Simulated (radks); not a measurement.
Ionisation of the fluorine ion F+, [He] 2s2 2p4, to [He] 2s2 2p3 as the strength of local exchange is varied. All-electron calculation, Dirac Kohn-Sham, Slater X-alpha exchange (alpha = 2/3 is LDA exchange), no correlation, spin-unpolarised, spherical densities, finite nucleus; open shells fill j = l - 1/2 first; Fermi nuclear charge, rms radius 2.8976 fm. Program: a radial shooting solver on a logarithmic mesh with Libxc functionals.

alpha  E(F+) (hartree)  exchange (hartree)  IE (eV)  -e of the level emptied (eV)  <r> of it (bohr)
0.562        -96.55817            -7.09880   34.461                24.688 (2p3/2)             1.013
0.606        -97.11524            -7.69007   35.438                25.573 (2p3/2)             1.003
0.667        -97.89180            -8.51825   36.816                26.825 (2p3/2)            0.9900
0.986       -102.03325           -13.00919   44.443                33.832 (2p3/2)            0.9273
1.016       -102.42966           -13.44532   45.196                34.531 (2p3/2)            0.9219

NIST Atomic Spectra Database: 34.971 eV (measured). The Delta-SCF value meets it near alpha = 0.58. Spin polarisation and multiplet splitting are left out, so open shells lie too high by an amount that depends on their filling.

Beside tabulated values, note that spin-unpolarised runs miss the spin-polarisation part of the exchange energy of open shells.
